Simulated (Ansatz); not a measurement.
Pulling the pair apart

The pair of Li⁺ (SMILES [Li+], atom 1) and H₂O₂ (SMILES OO, atoms 2–5), both closed shells, in one local arrangement (a lower one may exist), relaxed at PBE0-D4/def2-TZVP:

```
5
angstrom
Li -0.1861 0.0127 -1.6711
O -0.5178 0.4743 0.1767
O 0.5432 -0.4760 0.0513
H -1.0982 0.0876 0.8536
H 1.2589 -0.0986 0.5897
```

H₂O₂ is shifted rigidly along the line between the mean atom positions of the two fragments (negative: closer). Counterpoise interaction energies in kcal/mol. Ansatz 0.2.0; basis: def2-TZVPPD; cores frozen in the correlated methods. The outer core shell of Li, Na, Mg and K is correlated. B3LYP uses VWN-RPA correlation.

```
shift (Å)  PBE0-D4  B3LYP-D4     MP2
    -0.19   -32.21    -32.24  -29.53
    -0.10   -34.53    -34.64  -32.33
     0.00   -35.17    -35.33  -33.36
     0.10   -34.73    -34.93  -33.24
     0.23   -33.04    -33.27  -31.90
     0.48   -28.60    -28.85  -27.88
     0.97   -21.07    -21.92  -20.06
     1.93   -11.37    -11.70  -10.86
```

Problem. What does CCSD(T) give at these shifts? (An estimate is asked for; the value comes from the calculation.)

Solution. Computed: -29.42, -32.15, -33.13, -32.97, -31.61, -27.57, -19.80, -10.71 kcal/mol. For zero shift, CCSD(T) at an estimated basis limit (MP2 extrapolated from triple and quadruple zeta, plus CCSD(T) − MP2 in triple zeta) gives -34.36 kcal/mol. These are counterpoise interaction energies, counted from the two frozen fragments.

No T1 diagnostic of these runs exceeds 0.012.

For scale, one of the runs: CCSD(T)/def2-TZVPPD, 136 basis functions, launched by `ansatz run in.yaml --threads 2 --pin off --events-out ev --progress --plain --max-ram 5222MiB`. Time: 14 s of wall clock on 2 CPU threads of an Intel Xeon Platinum 8488C; the host was shared. Peak host memory: 0.79 GiB.
